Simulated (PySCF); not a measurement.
**Two-component Hartree-Fock for Fe (iron, neutral)**

Start: [Ar] 3d8; 3d3/2 filled at m_j = -1/2, +1/2, +3/2; 3d5/2 filled at m_j = -3/2, -1/2, +1/2, +3/2, +5/2. Calculated with PySCF 2.14 in x2c-TZVPall-2c (6s7p4d1f, 54 functions): generalised Hartree-Fock with the X2C-1e Hamiltonian and a Gaussian nucleus; one run each with spin-orbit coupling (SO) switched off, then screened by Boettger's factors. This is a chosen level, not necessarily the ground level.

```tsv
spinor shell	electrons	ε, spin-free (eV)	ε, screened SO (eV)	weight of nominal j (screened SO)	rms radius, screened SO (bohr)
1s1/2	2	-7167.2	-7167.1	1.000	0.0675
2s1/2	2	-873.63	-873.58	1.000	0.288
2p1/2	2	-739.52	-748.35	0.998	0.258
2p3/2	4	-739.52	-735.15	0.999	0.261
3s1/2	2	-106.62	-106.59	1.000	0.879
3p1/2	2	-66.670	-69.943	0.702	0.946
3p3/2	4	-66.670	-65.011	0.851	0.954
3d5/2	5	-6.582	-7.044	0.627	1.59
3d3/2	3	-6.582	-5.781	0.654	1.73
```

| quantity | spin-free | screened SO |
| --- | --- | --- |
| E (hartree) | -1271.03355 | -1271.05541 |
| M_J | 4 | 4 |
| ⟨J²⟩ | 20.229 | 20.222 |
| ⟨L²⟩ | 12.154 | 12.154 |
| ⟨S²⟩ | 2.075 | 2.071 |

Each row is a mean over spinors that exchange with the open shell spreads, by up to 9.053 eV (3p3/2).

Rows whose weight is well below 1 are mixtures of j = l ± 1/2: exchange outweighs spin-orbit coupling there, and the label is only the starting occupation.

⟨J²⟩ departs a little from M_J(M_J + 1) because the unrestricted spinors polarise the closed shells.

Without spin-orbit coupling the j labels of p, d and f shells carry no meaning; the spin-free column gives the mean over the occupied spinors of each nl shell, and its ⟨J²⟩ belongs to a mixture of degenerate components.
